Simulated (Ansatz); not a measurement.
C2H9AsSi can be A, `CC([SiH3])[AsH2]`, or B, `CC[AsH][SiH3]`.

Computed with Ansatz on PBE0-D4/def2-TZVP structures; ΔE is electronic, products minus reactants. CBS: MP2 limit from def2 TZ/QZ plus the TZ coupled-cluster correction, frozen cores. DFT in def2-TZVPP. B3LYP here is the variant with VWN-RPA as its local correlation; programs differ in this. For As outer-core shells are correlated without core-valence functions, which leaves a few kJ/mol of doubt a bond. Scalar relativity is left out up to krypton. Each species was taken in one conformer, which may not be the lowest.

A:

Z-matrix (Å, degrees):
```
C
C 1 1.524
H 1 1.093 2 111.1
H 1 1.095 2 111.5 3 -120.0
H 1 1.093 2 111.4 3 119.6
Si 2 1.879 1 112.2 3 61.9
As 2 1.984 1 114.2 3 -62.8
H 2 1.097 1 110.3 3 -179.5
H 6 1.487 2 111.0 1 175.9
H 6 1.489 2 109.9 1 55.3
H 6 1.489 2 109.7 1 -63.8
H 7 1.525 2 95.1 1 52.1
H 7 1.527 2 95.3 1 -40.2
```

B:

```xyz
13

C     0.755   -2.091   -0.144
C     0.130   -0.808    0.374
As   -0.594    0.294   -1.114
Si   -0.916    2.268    0.137
H     1.108   -2.715    0.682
H     1.612   -1.882   -0.789
H     0.040   -2.678   -0.724
H    -0.720   -1.026    1.026
H     0.847   -0.223    0.953
H     0.761    0.774   -1.625
H    -1.149    3.410   -0.787
H     0.245    2.582    1.015
H    -2.119    2.097    0.995
```

(1) Which is lower in electronic energy at CCSD(T)/CBS, and by how much? (Estimate.)

(2) Give E(B) − E(A) in kJ/mol with PBE-D4, B3LYP-D4, BLYP-D4, CCSD/def2-TZVPP, LDA (SPW92), r2SCAN-D4, ωB97M-V. (Best estimate.)

(3) Does the order hold for the free energy at 298.15 K (harmonic terms from PBE0-D4)? (Estimate.)

Largest T1 diagnostic: 0.011.

Results:

(1) Ansatz gave: B, by 32.3 kJ/mol.

(2) Ansatz gave: PBE-D4 -38.6, B3LYP-D4 -34.7, BLYP-D4 -34.5, CCSD/def2-TZVPP -31.8, LDA (SPW92) -32.7, r2SCAN-D4 -36.4, ωB97M-V -30.4. None reverses the order clearly.

(3) Ansatz gave: Yes: G(B) − G(A) = -27.2 kJ/mol, for one conformer each. Modes under 60 cm⁻¹, often nearly free rotors, make the harmonic entropy too high.

From BLYP to BHLYP (50 % exact exchange), in def2-TZVPP and without D4, E(B) − E(A) moves by +3.7 kJ/mol. In def2-TZVPP, CCSD(T) changes the Hartree–Fock value by +6.0 kJ/mol (the triples alone add +0.7 kJ/mol) and MP2 by +6.7 kJ/mol.
